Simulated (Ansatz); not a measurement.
```yaml
crystal:
  periodic: [false, false, false]
  atoms:
    - {symbol: Zn, position_ang: [-2.769478, -1.356354, 0.064934]}
    - {symbol: Zn, position_ang: [2.514519, 1.732368, -0.437514]}
    - {symbol: Zn, position_ang: [2.544880, -1.210097, -0.012471]}
    - {symbol: Zn, position_ang: [-0.177276, -2.802605, 0.245228]}
    - {symbol: Zn, position_ang: [-2.720282, 1.645266, 0.061629]}
    - {symbol: Zn, position_ang: [-0.107585, 3.172254, -0.186051]}
    - {symbol: O, position_ang: [1.641588, 3.254012, -0.342544]}
    - {symbol: O, position_ang: [3.412697, 0.224706, -0.572533]}
    - {symbol: O, position_ang: [-3.653802, 0.158765, 0.159488]}
    - {symbol: O, position_ang: [1.369663, -2.140801, 1.240931]}
    - {symbol: O, position_ang: [1.716992, -2.957969, -0.125558]}
    - {symbol: O, position_ang: [-1.856249, 3.170545, -0.031388]}
    - {symbol: O, position_ang: [-1.915686, -2.890090, -0.064131]}
basis:
  gaussian: {orbitals: def2-TZVP, initial_orbitals: start.molden}
hamiltonian: {xc: pbe0, dispersion: d4}
scf: {omitted_lower_state_checks: [starts]}
output: {orbitals: {seedname: orbitals}}
```

The file start.molden holds the orbitals of an earlier run on this structure, at another level or in another basis.

```sh
$ ansatz run in.yaml --threads 6 --pin off --events-out ev --progress --plain --max-ram 7833MiB
```

(1) Does this run fit into the memory that it is given?

Results:

(1) No. It has 505 basis functions, and Ansatz plans for 7.79 GiB where 7.64 GiB are given.
